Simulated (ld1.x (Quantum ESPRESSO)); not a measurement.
Building the RRKJ potential for phosphorus (revPBE, scalar-relativistic).

```
Element                 : P (Z = 15)
Generator               : ld1.x (Quantum ESPRESSO) 7.5
Type                    : norm-conserving RRKJ (Kleinman–Bylander form)
Functional              : revPBE
Relativity              : scalar-relativistic
Frozen core             : [Ne]
Valence charge          : 5
Reference configuration : 3s1.5 3p3.5
Partial waves           : 3p (bound): rc 1.65 bohr; 3s (bound): rc 1.75 bohr
Local potential         : the s channel
Core correction         : a·sin(br)/r model core, default radius (core density twice the valence density)
rho0                    : 0.005
```

All-electron outer shells of the reference configuration (revPBE, scalar-relativistic, ld1.x):

| shell | level (eV) | outermost node (bohr) | outermost maximum (bohr) |
| --- | --- | --- | --- |
| 2s | -174.89 | 0.14 | 0.42 |
| 2p | -125.23 | – | 0.36 |
| 3s | -14.30 | 0.65 | 1.58 |
| 3p | -5.77 | 0.64 | 1.83 |

(1) Estimate the cutoffs (Ry, on a coarse ladder) from which the occupation-weighted sum of valence levels, in a spherical-Bessel basis at the reference potential, stays within 10 and 1 mRy of its value at 400 Ry.

(2) What does a ghost test show?

(3) Tests: 3s2 3p3; 3s2 3p2; 3s2 3p1; 3s0 3p5; 3s1 3p4; 3s2 3p0; 3s1 3p0. Which has the largest error in its energy relative to the reference configuration, and how large is it?

## Answers

(1) 30 Ry and 45 Ry.

(2) No extra level below or beside the all-electron valence levels (p, s, d, f tested).

(3) 3s1 3p0, with +223 meV (all-electron minus pseudo) on +106.18 eV.
